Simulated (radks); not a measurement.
Problem. The mean radii <r> (bohr) of the occupied orbitals of an atom or ion are listed with their occupations. Calculated with a radial shooting solver on a logarithmic mesh with Libxc functionals: scalar-relativistic Kohn-Sham, exchange-only PBE, spin-polarised, spherical densities, point nucleus.

orbital  occ.      <r>
1s down     1  0.05619
1s up       1  0.05619
2s up       1   0.2556
2s down     1   0.2554
2p up       3   0.2250
2p down     3   0.2248
3s up       1   0.7771
3s down     1   0.7784
3p up       3   0.8223
3p down     3   0.8249
3d up       5    1.130
3d down     3    1.190

Name the element and its charge. Open shells, if any, are filled with parallel spins first.

Solution. Z = 27, cobalt, charge +1: Co+ in [Ar] 3d8. The 1s radius gives Z: for a bare nucleus <r> = (2 gamma + 1)/(2Z) with gamma = sqrt(1 - (Z/c)^2), 0.05483 bohr for Z = 27, and screening makes it slightly larger (0.05619 here). The occupations add up to 26, and the charge is Z minus that.
